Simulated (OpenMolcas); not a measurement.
# Mo5+: moving or changing the point charges

Mo5+ among 8 point charges of -1.2 e arranged as a cube (Oh), 1.9 Å from the ion.
```
   1.0970    1.0970    1.0970  -1.20
   1.0970    1.0970   -1.0970  -1.20
   1.0970   -1.0970    1.0970  -1.20
   1.0970   -1.0970   -1.0970  -1.20
  -1.0970    1.0970    1.0970  -1.20
  -1.0970    1.0970   -1.0970  -1.20
  -1.0970   -1.0970    1.0970  -1.20
  -1.0970   -1.0970   -1.0970  -1.20
```

| Quantity | Value |
| --- | --- |
| Program | OpenMolcas |
| Method | CASSCF |
| Basis | ANO-RCC-VDZP [6s5p3d1f] |
| Scalar Hamiltonian | DKH2, point nucleus |
| Active space | 1 electron in 5 orbitals (4d) |
| State averaging | 2S+1 = 2 even, 5 roots |
| Spin-orbit coupling | state interaction with AMFI integrals over the reference wave functions |

Runs around this geometry, states (labels of O, the rotations of Oh). Energies in cm-1 above the lowest state or level, χT in cm3 K/mol; 10Dq is the gap between the two states; 10Dq is negative for this site.

```csv
R (Å),q (e),Ground state,First state of that spin,10Dq,First gap with spin-orbit (degeneracies),χT at 300 K
1.9,-0.96,2E,2T2 5309,-5309,"5398 (4, 4)",0.223
1.76,-1.2,2E,2T2 9700,-9700,"9502 (4, 4)",0.272
1.9,-1.2,2E,2T2 6678,-6678,"6638 (4, 4)",0.240
2.12,-1.2,2E,2T2 3889,-3889,"4195 (4, 4)",0.210
```

Taking |10Dq| as R^-n, n = -ln(3889 / 9700) / ln(2.12 / 1.76) = 4.9 between the shortest and longest distance. The point-charge formula for a cubic d site gives n = 5.

Scaling the charges by -0.96 / -1.2 = 0.80 scales |10Dq| by 5309 / 6678 = 0.79; with fixed orbitals a first-order splitting would follow the charge.

An orbital doublet at a regular site is open to a Jahn-Teller distortion, which this geometry leaves out. The ground term spreads over less than 5000 cm-1, several times less than with real ligands, so orbital moments are less quenched and χT lies further from the spin-only value than at real sites (holds for R = 2.12, q = -1.2). This is an electrostatic model: the charges have no orbitals. No measured value stands beside these numbers.
